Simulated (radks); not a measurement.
The mean radii <r> (bohr) of the occupied orbitals of an atom or ion are listed with their occupations. Calculated with a radial shooting solver on a logarithmic mesh with Libxc functionals: Dirac Kohn-Sham, PBE, spin-unpolarised, spherical densities, point nucleus.

| orbital | occ. | <r> |
|---|---|---|
| 1s1/2 | 2 | 0.02111 |
| 2s1/2 | 2 | 0.08921 |
| 2p1/2 | 2 | 0.07438 |
| 2p3/2 | 4 | 0.08143 |
| 3s1/2 | 2 | 0.2341 |
| 3p1/2 | 2 | 0.2238 |
| 3p3/2 | 4 | 0.2371 |
| 3d3/2 | 4 | 0.2096 |
| 3d5/2 | 6 | 0.2138 |
| 4s1/2 | 2 | 0.5298 |
| 4p1/2 | 2 | 0.5404 |
| 4p3/2 | 4 | 0.5710 |
| 4d3/2 | 4 | 0.6035 |
| 4d5/2 | 6 | 0.6144 |
| 5s1/2 | 2 | 1.305 |
| 5p1/2 | 2 | 1.478 |
| 5p3/2 | 4 | 1.588 |
| 4f5/2 | 6 | 0.8729 |
| 4f7/2 | 4 | 0.8956 |
| 5d3/2 | 1 | 2.937 |

Name the element and its charge. Open shells, if any, fill j = l - 1/2 first.

Answer. Z = 66, dysprosium, charge +1: Dy+ in [Xe] 4f10 5d1. The 1s radius gives Z: for a bare nucleus <r> = (2 gamma + 1)/(2Z) with gamma = sqrt(1 - (Z/c)^2), 0.02085 bohr for Z = 66, and screening makes it slightly larger (0.02111 here). The occupations add up to 65, and the charge is Z minus that.
